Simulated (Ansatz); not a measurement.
`[SiH3][SiH2][SnH3]` + `[AlH2][SH]` → `[AlH2][S][SnH3]` + disilane at 600 K and 1 bar (cleavage of the Sn–Si bond).

Program: Ansatz. Geometries: PBE0-D4/def2-TZVP. ΔE: electronic, gas phase. CCSD(T)/CBS is the MP2 limit (def2-TZVPP, def2-QZVPP) plus CCSD(T) − MP2 in def2-TZVPP, frozen cores. This one scheme is used for every species. Elements past krypton have def2 core potentials. For Sn outer-core shells are correlated without core-valence functions, which leaves a few kJ/mol of doubt a bond.

| species | CCSD(T)/CBS energy (Eh) | H − E (kJ/mol) | S (J/(mol·K)) |
| --- | --- | --- | --- |
| `[SiH3][SiH2][SnH3]` | -796.96755 | 233.0 | 488.2 |
| `[AlH2][SH]` | -641.61836 | 94.5 | 317.9 |
| `[AlH2][S][SnH3]` | -856.85532 | 152.4 | 439.8 |
| `[SiH3][SiH3]` | -581.74359 | 174.5 | 343.9 |

H − E and S are ideal-gas, rigid-rotor, harmonic terms from PBE0-D4/def2-TZVP. 1 Eh = 2625.50 kJ/mol, R = 8.31446 J/(mol·K).

**Question.** By hand: ΔE, ΔH, ΔS and ΔG.

**Answer.** ΔE = (-856.85532) + (-581.74359) − (-796.96755) − (-641.61836) = -0.01300 Eh = -34.1 kJ/mol. Δ(H − E) = 152.4 + 174.5 − 233.0 − 94.5 = -0.6, so ΔH = -34.7 kJ/mol. ΔS = 439.8 + 343.9 − 488.2 − 317.9 = -22.4 J/(mol·K). ΔG = -34.7 − 600 × (-22.4)/1000 = -21.3 kJ/mol.

**Question.** By hand: the equilibrium constant, and the temperature at which ΔG would vanish if ΔH and ΔS stayed fixed.

**Answer.** log₁₀ K = −ΔG/(RT ln 10) = 1.9. ΔG = 0 at ΔH/ΔS = 1549 K.

TΔS isn't small against ΔH here. A doubt of 5 kJ/mol in ΔE shifts log₁₀ K by 0.4 here. Modes under 60 cm⁻¹, often nearly free rotors, make the harmonic entropy too high. These are equilibria of isolated gas molecules and say nothing of rates. Largest T1 diagnostic: 0.014 (customary marks: 0.02 for closed shells, 0.045 for open ones).
